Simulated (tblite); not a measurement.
Species: C6H11NOSi.
SMILES with atom numbers: `[CH3:1][O:2][C@@H:3]1[CH2:4][C@@H:5]([C:6]#[N:7])[CH2:8][SiH2:9]1` (hydrogens: H10, H11, H12 on C1; H13 on C3; H14, H15 on C4; H16 on C5; H17, H18 on C8; H19, H20 on Si9)

Structure optimised with GFN2-xTB, isolated species.

Task: Give the optimised bond lengths and angles.

Result: 
| bond | length (pm) | order |
| --- | --- | --- |
| C1–O2 | 140.4 | single |
| O2–C3 | 142.1 | single |
| C3–C4 | 153.3 | single |
| C4–C5 | 153.5 | single |
| C5–C6 | 143.9 | single |
| C6≡N7 | 114.4 | triple |
| C5–C8 | 153.9 | single |
| C8–Si9 | 191.0 | single |
| C3–Si9 | 192.1 | single |
| C1–H10, C1–H11, C1–H12 | 109.4 | single |
| C3–H13 | 109.8 | single |
| C4–H14 | 109.2 | single |
| C4–H15 | 109.2 | single |
| C5–H16 | 109.6 | single |
| C8–H17 | 108.8 | single |
| C8–H18 | 109.2 | single |
| Si9–H19 | 145.7 | single |
| Si9–H20 | 146.4 | single |

Bonds in one row agree within 1 pm and their mean is given. Orders are formal, as drawn. A selection of angles:
| angle | degrees |
| --- | --- |
| O2–C1–H10 | 112.4 |
| O2–C1–H11 | 106.4 |
| H10–C1–H11 | 109.0 |
| C1–O2–C3 | 115.3 |
| O2–C3–C4 | 112.7 |
| O2–C3–Si9 | 104.1 |
| O2–C3–H13 | 109.3 |
| C4–C3–Si9 | 104.7 |
| C4–C3–H13 | 109.9 |
| Si9–C3–H13 | 116.0 |
| C3–C4–C5 | 107.0 |
| C3–C4–H14 | 112.1 |
| C3–C4–H15 | 108.9 |
| C5–C4–H14 | 110.9 |
| C5–C4–H15 | 109.7 |
| H14–C4–H15 | 108.2 |
| C4–C5–C6 | 111.4 |
| C4–C5–C8 | 108.1 |
| C4–C5–H16 | 108.3 |
| C6–C5–C8 | 110.9 |
| C6–C5–H16 | 108.6 |
| C8–C5–H16 | 109.5 |
| C5–C6–N7 | 178.4 |
| C5–C8–Si9 | 104.2 |
| C5–C8–H17 | 110.7 |
| C5–C8–H18 | 109.2 |
| Si9–C8–H17 | 114.7 |
| Si9–C8–H18 | 111.2 |
| H17–C8–H18 | 106.9 |
| C8–Si9–H19 | 113.9 |
| C8–Si9–H20 | 111.7 |
| C3–Si9–C8 | 93.2 |
| C3–Si9–H19 | 109.9 |
| C3–Si9–H20 | 112.8 |
| H19–Si9–H20 | 113.7 |

Dihedral angles: C1–O2–C3–C4 -78° (synclinal); O2–C3–C4–C5 -74° (synclinal); C3–C4–C5–C6 -175° (antiperiplanar); C4–C5–C8–Si9 39° (synclinal); C5–C8–Si9–C3 -14° (synperiplanar); O2–C3–Si9–C8 104° (anticlinal).

The 5-membered ring C3–C4–C5–C8–Si9 has internal angles of 93.2° to 108.1° (sum 517°, against 540° for a flat polygon); it is puckered, 0.20 Å rms from its mean plane, widest ring torsion 53°. Si9 (SiH2 silicon) has angles from 93.2° to 113.9°. Of the pairs four or more bonds apart, H10···H14 is among the closest relative to their van der Waals radii: 2.27 Å, 95 % of the sum of Bondi's values. The 4 C–C bonds span 1.439 Å (C5–C6, drawn single) to 1.539 Å (C5–C8, drawn single), a spread of 0.100 Å.

Point group: C1 (no symmetry element, even within 0.4 Å). Its GFN2-xTB frequencies are all real (lowest 56 cm⁻¹). The numbers are those of one conformer.

The numbers are calculated, not measured.
